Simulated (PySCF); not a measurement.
Electron correlation in Br²⁺ (bromine, charge +2)

[Ar] 3d10 4s2 4p3, high-spin 4S determinant. All numbers are calculated (PySCF 2.14, the non-relativistic Hamiltonian (point nucleus), in def2-QZVPPD (12s8p5d4f1g, 98 functions)). Frozen: [Ar] 3d10; 5 electrons correlated.

```csv
level,correlation energy (mhartree)
CCSD,-99.69
(T),-2.92
CCSD(T),-102.61
```

Diagnostics: T1 = 0.0024, D1 = 0.0055, largest double amplitude 0.043.

Cost of the coupled-cluster step: roughly 19 core-seconds, for 5 correlated electrons.
